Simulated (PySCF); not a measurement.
Compound: (BeS)2 ring, Be2S2.
Cartesian coordinates in Å at the PBE0-D3(BJ)/def2-SVP level; atoms count from 1:
```
atom  x, y, z in Å
Be1   -0.1622    0.4617   -0.8687
S2     1.5001    0.7281    0.1073
Be3    0.1620   -0.4618    0.8686
S4    -1.5000   -0.7281   -0.1072
```

Level of theory: TDDFT CAM-B3LYP/def2-SVPD, vertical, gas phase, core orbitals frozen in the response (PySCF).

Ground-to-excited transition dipoles (e·a0, same axes as the geometry; the sign carries no meaning), for the states with f of 0.002 or more among the lowest 8:

```json
{"state": "S3", "E (eV)": "4.249", "μx": "0.220", "μy": "-0.415", "μz": "-0.262"}
{"state": "S7", "E (eV)": "5.447", "μx": "0.198", "μy": "-0.564", "μz": "1.061"}
{"state": "S8", "E (eV)": "5.890", "μx": "0.720", "μy": "0.350", "μz": "0.051"}
```

What oscillator strength does each state have?

f = (2/3) ΔE |μ|² with ΔE in hartree (27.2114 eV).

| state | \|μ\|² (au) | \|μ\| (D) | f |
| --- | --- | --- | --- |
| S3 | 0.289 | 1.37 | 0.030 |
| S7 | 1.484 | 3.10 | 0.198 |
| S8 | 0.643 | 2.04 | 0.093 |

All atoms lie in one plane. Which transitions are polarised in it and which across it?

In the plane: S7 and S8. Perpendicular: S3. States polarised in the plane are symmetric under reflection in it, those polarised across it antisymmetric.

What angle do the transition dipoles of S3 and S7 make?

|cos θ| = |μa·μb| / (|μa| |μb|) = 0.00, so θ ≈ 90° (taken between 0 and 90°, since the signs are arbitrary).

How is the summed strength of these states shared among x, y and z?

(2/3) Σ ΔE μα² gives 0.085 for x, 0.078 for y and 0.158 for z, 0.321 in all.

What peak molar absorption coefficient would the strongest computed level give as a lone Gaussian band 0.4 eV wide at half height?

ε(max) = 2.175×10⁸ f / FWHM, with the width in cm⁻¹. S7: 2.175×10⁸ × 0.1981 / 3226 ≈ 13000 L mol⁻¹ cm⁻¹.

The vertical ionisation energy (ΔSCF) is 9.05 eV, 3.16 eV above S8.
